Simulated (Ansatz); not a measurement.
H$_{9}$N$_{3}$Si$_{2}$ (`N[SiH](N)N[SiH3]`), relaxed with RKS PBE0-D4/def2-TZVP in the Gaussian-basis code of Ansatz from a PBE-D4/def2-SVP geometry. The force threshold is 0.005 eV/Å; the program also tests the step.

The species carries charge 0 and has multiplicity 1.

Start:

```xyz
14

N     1.389   -0.607   -1.856
Si   -0.058   -0.387   -0.913
N    -0.933    1.121   -0.799
N     0.420   -0.645    0.746
Si   -0.409    0.035    2.136
H     1.308   -0.781   -2.860
H     2.227   -0.056   -1.650
H    -1.051   -1.332   -1.536
H    -0.463    1.982   -0.508
H    -1.685    1.322   -1.461
H     1.161   -1.328    0.927
H    -1.891   -0.227    2.137
H    -0.206    1.523    2.285
H     0.189   -0.623    3.354
```

**Question.** How much energy does the relaxation release, and in how many steps? (Estimate.)

**Answer.** Ansatz gave: 8.59 kJ/mol, in 8 steps.

**Question.** Which bonds change most? (Best estimate.)

**Answer.** Computed: Si2–N3 from 1.747 to 1.716 Å; N4–Si5 from 1.756 to 1.727 Å; Si2–N4 from 1.745 to 1.718 Å; N1–Si2 from 1.741 to 1.714 Å.

**Question.** Give the relaxed structure. (Estimate.)

**Answer.** The calculation gave: 
```xyz
14

N     1.361   -0.586   -1.829
Si   -0.060   -0.361   -0.899
N    -0.907    1.130   -0.837
N     0.408   -0.615    0.734
Si   -0.396    0.019    2.125
H     1.294   -0.789   -2.813
H     2.212   -0.092   -1.613
H    -1.045   -1.306   -1.489
H    -0.482    1.979   -0.502
H    -1.654    1.321   -1.484
H     1.129   -1.300    0.902
H    -1.854   -0.270    2.131
H    -0.228    1.492    2.256
H     0.223   -0.621    3.318
```
